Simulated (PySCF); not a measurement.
Compound: C2H9NSi.
InChI=1S/C2H9NSi/c1-2-3-4/h3H,2H2,1,4H3

Torsions of this conformer, `[CH3:1][CH2:2][NH:3][SiH3:4]`: C1–C2–N3–Si4 -148°.

The closed-shell ground state was solved at several levels (PySCF, density fitting, gas phase, non-relativistic). Geometry: PBE0-D3(BJ)/def2-SVP, one conformer, isolated molecule.

```csv
level,basis functions,total energy (Eh),HOMO (eV),LUMO (eV),gap (eV),dipole (D)
B3LYP/def2-SVPD,156,-425.7281,-6.54,0.14,6.68,1.18
KT2/pcSseg-2,277,-430.7438,-5.53,-0.59,4.94,1.16
```

**Question.** Estimate the row for PBE0/pcSseg-1, a basis of 120 functions; the other rows only guide the guess.

**Answer.** Total energy -425.5622 Eh, HOMO -6.72 eV, LUMO 0.77 eV, gap 7.49 eV, dipole 1.21 D.

**Question.** Over all these levels, which gives the widest orbital gap and which the narrowest?

**Answer.** PBE0/pcSseg-1 (global hybrid, 25 % exact exchange) has the widest, 7.49 eV, and KT2/pcSseg-2 (GGA) the narrowest, 4.94 eV. Functional and basis both differ between the two, so the spread mixes both effects.

**Question.** How far do the dipole and the HOMO energy spread over the levels?

**Answer.** The dipole runs from 1.16 to 1.21 D (mean 1.18 D) and the HOMO from -6.72 to -5.53 eV.
